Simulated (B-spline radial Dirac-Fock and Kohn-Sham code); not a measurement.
The computed values come from a radial finite-basis atomic code: independent-particle radiative and Coulomb Auger rates from relativistic LDA hole-state orbitals, with Dirac-Fock energies. Free neutral atoms.

**Question.** Order these holes by fluorescence yield, smallest first.
A. Si L2 (2p1/2)
B. Eu L2 (2p1/2)
C. Yb M4 (3d3/2)
D. Rb M5 (3d5/2)
E. Pr M5 (3d5/2)

**Answer.** D (0.000131), A (0.000259), E (0.00224), C (0.00889), B (0.163).
